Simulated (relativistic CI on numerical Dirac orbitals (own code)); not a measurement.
**Electric-dipole lines of Ca+**

Computed by Dirac-Coulomb-Breit CI, KLI orbitals optimised for each configuration, a model potential for QED, valence Slater integrals scaled by 0.85, configuration energies shifted to the measured levels that pair with them (semi-empirical) (own radial code, finite nucleus).

CI space (outside the closed core [Ar]): 4s, 3d, 4p, 5s, 4d, 5p, 4f, 6s, 5d, 6p, 5f, 5g, 6d, 6f. Levels of other configurations are missing.

| λ vac (nm) | Lower | Upper | A (s⁻¹) | E lower (cm⁻¹) | E upper (cm⁻¹) |
| --- | --- | --- | --- | --- | --- |
| 183.86 | 3d 2D_3/2 [2] | 4f 2F°_5/2 [12] | 2.48e+08 | 13669.2 | 68057.0 |
| 183.94 | 3d 2D_5/2 [3] | 4f 2F°_5/2 [12] | 1.77e+07 | 13691.9 | 68057.0 |
| 183.94 | 3d 2D_5/2 [3] | 4f 2F°_7/2 [11] | 2.66e+08 | 13691.9 | 68056.8 |
| 219.92 | 4p 2P°_1/2 [4] | 6s 2S_1/2 [13] | 3.11e+07 | 25207.3 | 70677.6 |
| 220.85 | 4p 2P°_3/2 [5] | 6s 2S_1/2 [13] | 6.21e+07 | 25398.6 | 70677.6 |
| 316.10 | 4p 2P°_1/2 [4] | 4d 2D_3/2 [7] | 2.85e+08 | 25207.3 | 56842.6 |
| 317.90 | 4p 2P°_3/2 [5] | 4d 2D_5/2 [8] | 3.39e+08 | 25398.6 | 56855.2 |
| 318.03 | 4p 2P°_3/2 [5] | 4d 2D_3/2 [7] | 5.67e+07 | 25398.6 | 56842.6 |
| 370.93 | 4p 2P°_1/2 [4] | 5s 2S_1/2 [6] | 8.26e+07 | 25207.3 | 52166.9 |
| 373.58 | 4p 2P°_3/2 [5] | 5s 2S_1/2 [6] | 1.65e+08 | 25398.6 | 52166.9 |
| 393.72 | 4s 2S_1/2 [1] | 4p 2P°_3/2 [5] | 1.68e+08 | 0.0 | 25398.6 |
| 396.71 | 4s 2S_1/2 [1] | 4p 2P°_1/2 [4] | 1.64e+08 | 0.0 | 25207.3 |
| 891.71 | 4d 2D_3/2 [7] | 4f 2F°_5/2 [12] | 6.78e+07 | 56842.6 | 68057.0 |
| 892.71 | 4d 2D_5/2 [8] | 4f 2F°_5/2 [12] | 4.83e+06 | 56855.2 | 68057.0 |
| 892.72 | 4d 2D_5/2 [8] | 4f 2F°_7/2 [11] | 7.24e+07 | 56855.2 | 68056.8 |
| 986.31 | 5p 2P°_1/2 [9] | 6s 2S_1/2 [13] | 2.04e+07 | 60538.9 | 70677.6 |
| 992.84 | 5p 2P°_3/2 [10] | 6s 2S_1/2 [13] | 4.08e+07 | 60605.5 | 70677.6 |
| 1185.0 | 5s 2S_1/2 [6] | 5p 2P°_3/2 [10] | 2.47e+07 | 52166.9 | 60605.5 |
| 1194.5 | 5s 2S_1/2 [6] | 5p 2P°_1/2 [9] | 2.42e+07 | 52166.9 | 60538.9 |

Terms are leading LS components. Brackets give the number of a level in order of energy, since labels repeat. The list gives strong lines, with weight on those to low levels, without configurations that were not tied to measured data, without lines whose two gauges differ by over a factor of 2.5, and without lines across small gaps between configurations, and without 3 lines that miss the measured interval by over 3.5 %, start from a term whose rates miss tabulated ones by over 60 %, have gauges far apart or, lacking measured levels, span too small a gap for the errors found; lines with a level outside our table were not tested and can miss by more. Levels whose partners in the same complex of configurations lie outside the list can be far off, and so can their lines. Rates are taken at the computed energies, electric ones in the length gauge.

Configurations whose levels could be paired with our table of measured levels were shifted onto them, all but the ground configuration, by the median error of their levels; single terms can still be off by 1,000 to 2,000 cm⁻¹ or more, and rates follow the energies as ν³ (E1, M1) or ν⁵ (E2). The others borrow a shift and can be off by several thousand cm⁻¹ or more. The fine structure of a lone outer electron comes out too small, for d and f at times inverted, and misplaced configurations move strength between like terms. 12 of the 12 excited levels that our extract of the measured tables holds in this range could be paired (the sources list more); they are missed by 7 cm⁻¹ on average and 19 at most, after the shifts were fitted to these levels, and levels without a partner can miss by more.

Problem. From the table, what is the radiative lifetime of 4f 2F°_5/2?

Solution. The listed rates from this level add up to about 3.38e+08 s⁻¹, 100 % of its decay; with all channels τ = 2.96e-09 s.
